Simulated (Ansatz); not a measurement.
One change: `C[SiH2][AsH2]` becomes `C[SiH]([SiH3])[AsH2]`.

Ansatz, PBE0-D4/def2-TZVP geometries, multiplicity 1. 

Scalar relativity is left out up to krypton.

```csv
property,`C[SiH2][AsH2]`
LUMO energy (ωB97M-V/def2-TZVPP) / eV,1.94
HOMO–LUMO gap (PBE/def2-TZVPP) / eV,5.70
HOMO energy (PBE/def2-TZVPP) / eV,-6.24
size of the dipole moment (ωB97M-V/def2-TZVPP) / D,0.95
HOMO–LUMO gap (ωB97M-V/def2-TZVPP) / eV,11.30
HOMO energy (PBE0/def2-TZVPP) / eV,-7.29
```

Task: Give the same properties after the change, and the shifts. (Estimate.)

Result: Computed: 
| property | `C[SiH]([SiH3])[AsH2]` | shift |
| --- | --- | --- |
| LUMO energy (ωB97M-V/def2-TZVPP) / eV | 1.49 | -0.45 |
| HOMO–LUMO gap (PBE/def2-TZVPP) / eV | 5.13 | -0.57 |
| HOMO energy (PBE/def2-TZVPP) / eV | -6.09 | 0.15 |
| size of the dipole moment (ωB97M-V/def2-TZVPP) / D | 0.92 | -0.03 |
| HOMO–LUMO gap (ωB97M-V/def2-TZVPP) / eV | 10.56 | -0.74 |
| HOMO energy (PBE0/def2-TZVPP) / eV | -7.09 | 0.20 |

With PBE0 the HOMO rises by 0.20 eV and the LUMO falls by 0.45 eV, so the gap narrows by about 0.65 eV. PBE moves the HOMO by 0.15 eV and ωB97M-V by 0.29 eV. Dipoles are sizes alone; their direction can turn.
